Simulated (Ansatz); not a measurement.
`F[B](F)[AlH2]` + CH₃NH₂ → `CNB(F)F` + `[AlH3]` at 600 K and 1 bar (cleavage of the B–Al bond).

Isolated molecules relaxed with PBE0-D4/def2-TZVP in Ansatz; ΔE leaves out vibrations. CCSD(T)/CBS is the MP2 limit (def2-TZVPP, def2-QZVPP) plus CCSD(T) − MP2 in def2-TZVPP, frozen cores. This one scheme is used for every species. One conformer a species, not always the lowest.

```tsv
species	CCSD(T)/CBS energy (Eh)	H − E (kJ/mol)	S (J/(mol·K))
`F[B](F)[AlH2]`	-467.68048	104.4	375.2
CH₃NH₂	-95.75281	199.3	283.8
`CNB(F)F`	-319.70892	221.3	385.2
`[AlH3]`	-243.78045	74.2	242.3
```

H − E and S are ideal-gas, rigid-rotor, harmonic terms from PBE0-D4/def2-TZVP, for one conformer and one mirror image of each species. 1 Eh = 2625.50 kJ/mol, R = 8.31446 J/(mol·K).

**Question.** By hand: ΔE, ΔH, ΔS and ΔG.

**Answer.** ΔE = (-319.70892) + (-243.78045) − (-467.68048) − (-95.75281) = -0.05608 Eh = -147.2 kJ/mol. Δ(H − E) = 221.3 + 74.2 − 104.4 − 199.3 = -8.2, so ΔH = -155.4 kJ/mol. ΔS = 385.2 + 242.3 − 375.2 − 283.8 = -31.5 J/(mol·K). ΔG = -155.4 − 600 × (-31.5)/1000 = -136.5 kJ/mol.

**Question.** By hand: the equilibrium constant, and the temperature at which ΔG would vanish if ΔH and ΔS stayed fixed.

**Answer.** log₁₀ K = −ΔG/(RT ln 10) = 11.9. ΔG = 0 at ΔH/ΔS = 4933 K, far beyond where these terms or the molecules hold.

ΔH outweighs TΔS. A doubt of 5 kJ/mol in ΔE shifts log₁₀ K by 0.4 here. Other conformers and mirror images would add mixing entropy, several J/(mol·K) or more a flexible species. These are equilibria of isolated gas molecules and say nothing of rates. Largest T1 diagnostic: 0.014 (customary marks: 0.02 for closed shells, 0.045 for open ones).
